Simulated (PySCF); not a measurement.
# Electron correlation in Pb⁺ (lead, charge +1)

[Xe] 4f14 5d10 6s1 6p2, high-spin 4P determinant (an excited configuration). Calculation: PySCF 2.14, in x2c-TZVPPall with one added diffuse shell each of s, p, d, f type (12s8p7d4f, 99 functions); scalar relativity by spin-free X2C-1e. Frozen: [Kr] 4d10 4f14; 21 electrons correlated.

MP2 pair energies summed by pair of shells (mhartree):

```
 pair   energy  share (%)
5d-5d  -215.83       52.1
5p-5d   -68.24       16.5
5d-6p   -40.75        9.8
5d-6s   -29.61        7.2
5p-5p   -19.13        4.6
5s-5d   -14.81        3.6
5s-5p    -8.62        2.1
5p-6s    -4.20        1.0
5p-6p    -3.82        0.9
6p-6p    -3.34        0.8
6s-6p    -2.92        0.7
5s-5s    -1.86        0.4
5s-6s    -0.41        0.1
5s-6p    -0.34        0.1
```

Total MP2 correlation energy: -413.88 mhartree.

Same-spin part -155.22 and opposite-spin part -258.66 mhartree; SCS-MP2 scales them by 1/3 and 6/5 to -362.13 mhartree.

This basis was not built for core-valence correlation, so the inner-shell part is incomplete.

Spin-orbit coupling is strong in this species, so the high-spin LS determinant is a model state.
